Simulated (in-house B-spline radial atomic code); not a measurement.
Configurations of Ho⁺, with energies counted from [Xe] 4f11 6s1. Computed with an all-electron radial atomic-structure program (B-spline basis): scalar-relativistic (X2C) TPSS, spin-polarised, spherical fractional occupations, Fermi nucleus of rms radius 5.2022 fm. Shells without spins written out take the highest spin.

Occupations are held fixed; configurations that lie above the ionisation limit could autoionise.

| configuration | E - E(ref) (eV) | highest orbital | its <r> (bohr) |
| --- | --- | --- | --- |
| [Xe] 4f(6 up, 5 down) 6s(1 up, 0 down) | 1.6109 | 4f down | 0.8536 |
| [Xe] 4f10 6s2 | 2.6998 | 6s down | 3.463 |
| [Xe] 4f(6 up, 4 down) 6s(0 up, 1 down) 6d(1 up, 0 down) | 13.307 | 6d up | 6.781 |
| [Kr] 4d10 4f11 5s2 5p5 5d1 6s1 | 24.993 | 5d up | 2.508 |
| [Kr] 4d9 4f11 5s2 5p6 5d1 6s1 | 160.13 | 5d up | 2.494 |
| [Kr] 4d9 4f11 5s2 5p6 6s1 6p1 | 163.07 | 6p up | 4.164 |
| [Kr] 4d9 4f11 5s2 5p6 6s1 7p1 | 168.16 | 7p up | 8.557 |
| [Kr] 4d9 4f11 5s2 5p6 6s1 7f1 | 171.13 | 7f up | 20.95 |

Problem. Order these further configurations by energy, lowest first.
A. [Kr] 4d10 4f11 5s2 5p5 6s1 7p1
B. [Xe] 4f(6 up, 4 down) 6s(0 up, 1 down) 7f(0 up, 1 down)
C. [Kr] 4d10 4f11 5s2 5p5 6s1 7s1
D. [Xe] 4f11 6p1
E. [Kr] 4d(5 up, 4 down) 4f(6 up, 6 down) 5s2 5p6 6s(1 up, 0 down)

Solution. D (3.4398 eV), B (16.646 eV), C (31.832 eV), A (33.063 eV), E (157.96 eV).

Problem. How far above the reference does [Kr] 4d10 4f(5 up, 6 down) 5s2 5p(2 up, 3 down) 6s(0 up, 1 down) 6d(0 up, 1 down) lie?

Solution. 34.7 eV; its least bound orbital is 6d down with <r> = 6.74 bohr.

Problem. How far above the reference does [Xe] 4f(4 up, 7 down) 6s(1 up, 0 down) lie?

Solution. 0.11163 eV; its least bound orbital is 4f up with <r> = 0.8752 bohr.

Problem. How far above the reference does [Kr] 4d10 4f12 5s2 5p5 6s1 lie?

Solution. 24.534 eV; its least bound orbital is 4f down with <r> = 0.9085 bohr.
